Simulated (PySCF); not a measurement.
Isomers of C2H7BrSi. Theory: PBE0-D3(BJ)/def2-SVP geometry optimisation, gas phase (PySCF 2.14.0). Energies are electronic, without zero-point or thermal terms, for one conformer each. No frequencies were run at this level. Point groups hold within 0.08 Å.

Question: Order them by energy at this level, lowest first, and give relative energies in kcal/mol.
A. `[CH3:1][CH2:2][SiH2:3][Br:4]` with C1–C2–Si3–Br4 179°
B. `[SiH3:1][CH2:2][CH2:3][Br:4]` with Si1–C2–C3–Br4 180°
C. SiHMe2Br, `[H][Si](C)(C)Br`

Answer: C (0.0), A (12.9), B (47.6).

| SMILES | E (Eh) | E rel (kcal/mol) | dipole (D) | point group | A, B, C (MHz) |
| --- | --- | --- | --- | --- | --- |
| [H][Si](C)(C)Br | -2943.17166 | 0.0 | 2.28 | Cs | 5303, 1996, 1586 |
| CC[SiH2]Br | -2943.15104 | 12.9 | 2.10 | – | 13422, 1257, 1182 |
| [SiH3]CCBr | -2943.09575 | 47.6 | 1.51 | Cs | 22188, 959.4, 940.7 |
